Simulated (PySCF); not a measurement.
C$_{2}$H$_{7}$BCl$_{2}$Si, singlet, at a GFN2-xTB geometry; PySCF with DF-B3LYP/def2-TZVP.

PySCF was given this input:
```python
from pyscf import gto, scf, dft

mol = gto.Mole()
mol.atom = '''
    Si    0.585733    0.311149   -0.009277
    Cl    1.136410   -1.155739   -1.333335
    Cl    0.925187   -0.434710    1.868450
    B    -1.310996    0.776133   -0.284963
    C    -2.436335   -0.223334    0.165942
    C    -1.701457    2.136987   -0.968331
    H     1.634866    1.325526   -0.166791
    H    -2.235874   -0.683594    1.132427
    H    -2.460134   -1.051220   -0.546551
    H    -3.438560    0.199306    0.189439
    H    -2.721939    2.176059   -1.342913
    H    -1.029922    2.426276   -1.774607
    H    -1.614116    2.926603   -0.218930
'''
mol.basis = 'def2-tzvp'
mol.charge = 0
mol.spin = 0
mol.verbose = 4
mol.max_memory = 1800
mol.build()

mf = dft.RKS(mol)
mf.xc = 'b3lyp'
mf = mf.density_fit(auxbasis='def2-universal-jkfit')
mf.kernel()
```

**Question.** Write the output that PySCF gives for this input, abridged.

**Answer.** 
```
PySCF version 2.14.0

[INPUT] verbose = 4
[INPUT] num. atoms = 13
[INPUT] num. electrons = 72
[INPUT] charge = 0
[INPUT] spin (= nelec alpha-beta = 2S) = 0
[INPUT] symmetry False subgroup None
[INPUT] Mole.unit = angstrom
[INPUT] Symbol           X                Y                Z      unit          X                Y                Z       unit  Magmom
[INPUT]  1 Si     0.585733000000   0.311149000000  -0.009277000000 AA    1.106874952120   0.587986393932  -0.017530989258 Bohr   0.0
[INPUT]  2 Cl     1.136410000000  -1.155739000000  -1.333335000000 AA    2.147503665217  -2.184030181479  -2.519637982297 Bohr   0.0
[INPUT]  3 Cl     0.925187000000  -0.434710000000   1.868450000000 AA    1.748350044008  -0.821482843610   3.530858777444 Bohr   0.0
[INPUT]  4 B     -1.310996000000   0.776133000000  -0.284963000000 AA   -2.477423390400   1.466678806237  -0.538502025634 Bohr   0.0
[INPUT]  5 C     -2.436335000000  -0.223334000000   0.165942000000 AA   -4.604005897692  -0.422040094304   0.313584932563 Bohr   0.0
[INPUT]  6 C     -1.701457000000   2.136987000000  -0.968331000000 AA   -3.215287742724   4.038320161756  -1.829880387926 Bohr   0.0
[INPUT]  7 H      1.634866000000   1.325526000000  -0.166791000000 AA    3.089448990363   2.504881110990  -0.315189310042 Bohr   0.0
[INPUT]  8 H     -2.235874000000  -0.683594000000   1.132427000000 AA   -4.225189509036  -1.291805440396   2.139976886063 Bohr   0.0
[INPUT]  9 H     -2.460134000000  -1.051220000000  -0.546551000000 AA   -4.648979489731  -1.986517896665  -1.032831703107 Bohr   0.0
[INPUT] 10 H     -3.438560000000   0.199306000000   0.189439000000 AA   -6.497936662884   0.376633754983   0.357987827311 Bohr   0.0
[INPUT] 11 H     -2.721939000000   2.176059000000  -1.342913000000 AA   -5.143719237772   4.112155540895  -2.537737779118 Bohr   0.0
[INPUT] 12 H     -1.029922000000   2.426276000000  -1.774607000000 AA   -1.946270509664   4.584997142605  -3.353521208736 Bohr   0.0
[INPUT] 13 H     -1.614116000000   2.926603000000  -0.218930000000 AA   -3.050237173278   5.530478145330  -0.413717740451 Bohr   0.0

nuclear repulsion = 408.615285273617
number of shells = 100
number of NR pGTOs = 383
number of NR cGTOs = 246
basis = def2-tzvp
ecp = {}

******** <class 'pyscf.df.df_jk.DFRKS'> ********
method = DFRKS
initial guess = minao
damping factor = 0
level_shift factor = 0
DIIS = <class 'pyscf.scf.diis.CDIIS'>
diis_start_cycle = 1
diis_space = 8
diis_damp = 0
SCF conv_tol = 1e-09
SCF conv_tol_grad = None
SCF max_cycles = 50
direct_scf = False
XC library pyscf.dft.libxc version 7.1.2
    S. Lehtola, C. Steigemann, M. J. T. Oliveira, and M. A. L. Marques,  SoftwareX 7, 1–5 (2018)
XC functionals = b3lyp
    P. J. Stephens, F. J. Devlin, C. F. Chabalowski, and M. J. Frisch,  J. Phys. Chem. 98, 11623 (1994)
radial grids:
    Treutler-Ahlrichs [JCP 102, 346 (1995); DOI:10.1063/1.469408] (M4) radial grids

becke partition: Becke, JCP 88, 2547 (1988); DOI:10.1063/1.454033
pruning grids: <function nwchem_prune>
grids dens level: 3
symmetrized grids: False
atomic radii adjust function: <function treutler_atomic_radii_adjust>
small_rho_cutoff = 0
Set gradient conv threshold to 3.16228e-05
Initial guess from minao.
tot grids = 167880
******** <class 'pyscf.df.df.DF'> ********
auxbasis = def2-universal-jkfit
init E= -1315.70765988063
  HOMO = -0.30810145903272  LUMO = -0.132446439619422  gap/eV = 4.77982
cycle= 1 E= -1315.32500840344  delta_E= 0.383  |g|= 0.565  |ddm|= 2.66
  HOMO = -0.260717329377006  LUMO = -0.0696126680433551  gap/eV = 5.20022
cycle= 2 E= -1315.28718655689  delta_E= 0.0378  |g|= 0.686  |ddm|= 0.984
  HOMO = -0.279963728643764  LUMO = -0.0789463954605765  gap/eV = 5.46996
cycle= 3 E= -1315.40500074069  delta_E= -0.118  |g|= 0.0539  |ddm|= 0.554
  HOMO = -0.289226287092276  LUMO = -0.0856831510279044  gap/eV = 5.53869
cycle= 4 E= -1315.40553307353  delta_E= -0.000532  |g|= 0.031  |ddm|= 0.0724
  HOMO = -0.286377609505291  LUMO = -0.0822143435294755  gap/eV = 5.55557
cycle= 5 E= -1315.40580021178  delta_E= -0.000267  |g|= 0.00577  |ddm|= 0.0292
  HOMO = -0.286460917982836  LUMO = -0.0826055435690378  gap/eV = 5.54719
cycle= 6 E= -1315.40580795311  delta_E= -7.74e-06  |g|= 0.00203  |ddm|= 0.00702
  HOMO = -0.286459682832511  LUMO = -0.0824991290656385  gap/eV = 5.55005
cycle= 7 E= -1315.40580878089  delta_E= -8.28e-07  |g|= 0.000293  |ddm|= 0.00184
  HOMO = -0.286478352533624  LUMO = -0.0825357716909529  gap/eV = 5.54956
cycle= 8 E= -1315.40580880356  delta_E= -2.27e-08  |g|= 7.56e-05  |ddm|= 0.000365
  HOMO = -0.286474944869457  LUMO = -0.0825273935589301  gap/eV = 5.54970
cycle= 9 E= -1315.40580880511  delta_E= -1.55e-09  |g|= 1.83e-05  |ddm|= 7.86e-05
  HOMO = -0.286476552344055  LUMO = -0.0825291124674834  gap/eV = 5.54969
cycle= 10 E= -1315.4058088052  delta_E= -8.8e-11  |g|= 2.67e-06  |ddm|= 2.11e-05
  HOMO = -0.286476154295549  LUMO = -0.0825286099939362  gap/eV = 5.54970
Extra cycle  E= -1315.40580880521  delta_E= -5e-12  |g|= 2.61e-06  |ddm|= 4.48e-06
converged SCF energy = -1315.40580880521
```
